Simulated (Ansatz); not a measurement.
**Which is lower?**

The two ends of one reaction step of Si2H4F2, singlet (PBE0-D4/def2-TZVP).

A:

```xyz
8
angstrom
Si -0.7469 -0.7185 0.6066
Si 0.7073 0.6511 -0.6162
H 1.0341 0.1889 -1.9857
F 0.0807 2.1102 -0.7462
F 2.0834 0.8034 0.1726
H -0.9879 -0.1320 1.9499
H -2.0332 -0.8363 -0.1291
H -0.1376 -2.0669 0.7481
```

B:

| atom | x (Å) | y (Å) | z (Å) |
| --- | --- | --- | --- |
| Si1 | -0.7013 | -1.1596 | 0.3772 |
| Si2 | 0.6525 | 1.9842 | -0.1520 |
| H3 | 0.4362 | -0.6515 | -0.4460 |
| F4 | 0.5797 | 2.0690 | -1.7513 |
| F5 | 2.2199 | 1.7201 | 0.0572 |
| H6 | -0.4232 | -0.8653 | 1.8038 |
| H7 | -1.9430 | -0.4727 | -0.0542 |
| H8 | -0.8210 | -2.6243 | 0.1653 |

Program: Ansatz 0.2.0. Basis: def2-TZVPP. Cores are frozen in the correlated methods. B3LYP uses VWN-RPA correlation.

(1) Which structure is lower at CCSD(T), and by how much? (Judge from chemistry; the value comes from the calculation.)

The T1 diagnostic stays at or below 0.014.

## Answers

(1) Computed: A, by 122.3 kJ/mol (electronic energy, against the other). By their contacts, A is Si₂H₄F₂ ([F][SiH]([F])[SiH3]) and B is a complex of SiF₂ + SiH₄.

All methods give the same order:

| method | E(B) − E(A) (kJ/mol) |
| --- | --- |
| SPW92 | 132.1 |
| PBE-D4 | 121.1 |
| BLYP-D4 | 101.6 |
| r2SCAN-D4 | 139.7 |
| B97M-V | 127.2 |
| PBE0-D4 | 135.7 |
| B3LYP-D4 | 115.6 |
| r2SCAN0-D4 | 144.9 |
| BHLYP-D4 | 130.3 |
| CAM-B3LYP-D4 | 121.1 |
| wB97X-V | 132.5 |
| wB97M-V | 107.7 |
| B2PLYP | 120.1 |
| PBE-QIDH | 143.0 |
| RPA on PBE | 111.5 |
| HF | 133.7 |
| MP2 | 129.6 |
| CCSD | 123.8 |
| CCSD(T) | 122.3 |

Labels in which every atom is bracketed show which atoms are joined, not bond orders.

For scale, one of the runs: CCSD(T)/def2-TZVPP, 202 basis functions, launched by `ansatz run in.yaml --threads 4 --pin off --events-out ev --progress --plain --max-ram 9574MiB`. Time: 31 s of wall clock on 4 CPU threads of an Arm Neoverse V2; the host was shared. Peak host memory: 2.4 GiB.
